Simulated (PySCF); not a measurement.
# Low-lying terms of P(5+) (phosphorus, charge +5)

Ground state [Ne], ¹S. All numbers are calculated (PySCF 2.14, scalar relativity by spin-free X2C-1e, in aug-cc-pVTZ-DK with one added diffuse shell each of s, p, d, f type (7s6p4d3f, 66 functions)). Vertical excitation energies in eV without spin-orbit coupling; excited terms of each kind are numbered among those the solver found. Frozen: 1s2.

```json
{"term": "1 3P°", "leading excitation": "2p → s", "EOM-EE-CCSD": "135.11"}
{"term": "1 1P°", "leading excitation": "2p → s", "EOM-EE-CCSD": "136.34"}
{"term": "1 3S", "leading excitation": "2p → p", "EOM-EE-CCSD": "144.87"}
{"term": "1 3D", "leading excitation": "2p → p", "EOM-EE-CCSD": "146.96"}
{"term": "1 1D", "leading excitation": "2p → p", "EOM-EE-CCSD": "147.76"}
{"term": "1 1P", "leading excitation": "2p → p", "EOM-EE-CCSD": "148.02"}
{"term": "1 3P", "leading excitation": "2p → p", "EOM-EE-CCSD": "148.03"}
{"term": "1 1S", "leading excitation": "2p → p", "EOM-EE-CCSD": "154.03"}
{"term": "2 3P°", "leading excitation": "2p → d", "EOM-EE-CCSD": "165.97"}
{"term": "1 3F°", "leading excitation": "2p → d", "EOM-EE-CCSD": "166.41"}
{"term": "1 1F°", "leading excitation": "2p → d", "EOM-EE-CCSD": "166.52"}
{"term": "2 1P°", "leading excitation": "2p → d", "EOM-EE-CCSD": "166.92"}
{"term": "2 3S", "leading excitation": "2p → p", "EOM-EE-CCSD": "181.86"}
{"term": "2 1D", "leading excitation": "2p → p", "EOM-EE-CCSD": "183.04"}
```

The solver can miss terms.
